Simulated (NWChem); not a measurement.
# SiCl cation, singlet

```xyz
2

Si     0.0000     0.0000    -1.0800
Cl     0.0000     0.0000     0.8942
```
Atoms are numbered in this order, from 1.

Low-valent species are run as closed-shell singlets; no triplet was tried in these runs. Structure relaxed at the PBE0/def2-SVP level. B3LYP is NWChem's, with the RPA form of VWN correlation.

List the 6 lowest vertical singlet excitations from B3LYP/def2-SVPD, full TDDFT (NWChem).


| state | energy (eV) | oscillator strength | leading excitation (squared amplitude) |
|---|---|---|---|
| S1 | 5.48 | 0.053 | HOMO → LUMO (0.98) |
| S2 | 5.48 | 0.053 | HOMO → LUMO+1 (0.98) |
| S3 | 5.50 | 0.000 | HOMO−1 → LUMO (0.50) |
| S4 | 5.65 | 0.000 | HOMO−2 → LUMO+1 (0.49) |
| S5 | 5.65 | 0.000 | HOMO−2 → LUMO (0.49) |
| S6 | 7.02 | 0.081 | HOMO−2 → LUMO (0.44) |
